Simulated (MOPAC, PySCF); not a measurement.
Ligand exchange on a metal centre used in film growth or etching (Zn F-H). All species are isolated molecules in the gas phase.

Quantity: redistribution energy (mixed species minus the weighted end members), in kcal/mol. Semi-empirical values (MOPAC) are differences of heats of formation.

Level 1: PBE/6-31G* (LANL2DZ on Zn) // BP86-D3(BJ)/def2-SVP (PySCF)
Level 2: SVWN5/6-31G* (LANL2DZ on Zn) // BP86-D3(BJ)/def2-SVP (PySCF)
Level 3: AM1 // BP86-D3(BJ)/def2-SVP (MOPAC)
Level 4: PM3 // BP86-D3(BJ)/def2-SVP (MOPAC)

```csv
species,level 2,level 3,level 4
1 of 2 F replaced by H: [Zn(F)(H)],-4.71,-2.96,-3.17
```

Task: What does level 1 give for each?

Result: 
- 1 of 2 F replaced by H: [Zn(F)(H)]: -4.01
